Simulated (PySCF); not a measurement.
Compound: C6H8N2OS.
SMILES with atom numbers: `[CH3:1][CH2:2][c:3]1[n:4][n:5][c:6]([C:7]([CH3:8])=[O:9])[s:10]1`

Geometry (GFN2-xTB, Å), atoms numbered from 1 in this order:
```
atom  x, y, z in Å
C1    -3.066    0.472    0.923
C2    -2.547   -0.791    0.231
C3    -1.082   -0.708    0.024
N4    -0.210   -1.372    0.707
N5     1.037   -1.113    0.388
C6     1.172   -0.241   -0.557
C7     2.457    0.230   -1.100
C8     3.655   -0.270   -0.348
O9     2.506    0.961   -2.060
S10   -0.359    0.359   -1.158
H11   -2.591    0.593    1.893
H12   -4.140    0.399    1.069
H13   -2.854    1.352    0.319
H14   -2.752   -1.666    0.849
H15   -3.044   -0.909   -0.734
H16    4.566    0.051   -0.846
H17    3.616   -1.353   -0.275
H18    3.628    0.126    0.665
```

Probes without a nucleus sit at each ring's centroid and 1 Å off its mean plane on both sides; NICS is minus the shielding there, NICSzz its component along the normal. Level: GIAO PBE0/pcSseg-1 (PySCF, non-relativistic, gas phase) on the GFN2-xTB geometry, one conformer.

Ring bond lengths (Å), with Mayer bond orders in brackets: C3–N4 1.292 (1.61), N4–N5 1.313 (1.23), N5–C6 1.293 (1.60), C6–S10 1.751 (1.08), S10–C3 1.749 (1.13).

What do the NICS probes read (ppm)?

```
           ring                                                       type  NICS(0)  NICS(1), two faces  NICS(1)zz, two faces  rms pucker (Å)  centre to ring atoms, mean (Å)
C3–N4–N5–C6–S10  5-membered ring with 2 N and S; formal bonds all aromatic    -11.0       -11.8 / -11.8         -25.4 / -25.0            0.00                            1.25
```

What do they say, and how far can they be read as aromaticity?

- C3–N4–N5–C6–S10: mean NICS(1)zz -25.2 ppm, shielded. For a flat ring without four-coordinate atoms the NICS criterion counts such a value as aromatic.

What does the geometric index give? Use HOMA with the parameters of Krygowski (1993).

- C3–N4–N5–C6–S10: HOMA 0.74; the largest term is that of C6–S10, α(R − Ropt)² = 0.51. The geometric and the magnetic index point the same way.

At the first NICS(1) probe listed for ring C3–N4–N5–C6–S10, 1 Å off the ring, what do the in-plane components average?

The isotropic value is a third of the trace: (3 × -11.8 − (-25.4))/2 = -5.0 ppm.

How shielded are the nuclei of the rings and their hydrogens (means over atoms taken as equivalent)?

| atoms | environment | σ isotropic (ppm) | principal values of the symmetric part, first atom (ppm) |
| --- | --- | --- | --- |
| C3 | substituted aromatic carbon | 3.8 | -53.1, -12.5, 76.9 |
| N4 | pyridine-type nitrogen | -131.9 | -406.0, -97.1, 107.4 |
| N5 | pyridine-type nitrogen | -159.8 | -517.4, -93.6, 131.7 |
| C6 | substituted aromatic carbon | 11.9 | -47.4, 34.5, 48.8 |
| S10 | thiophene-type sulfur | 210.9 | -34.2, 241.6, 425.2 |
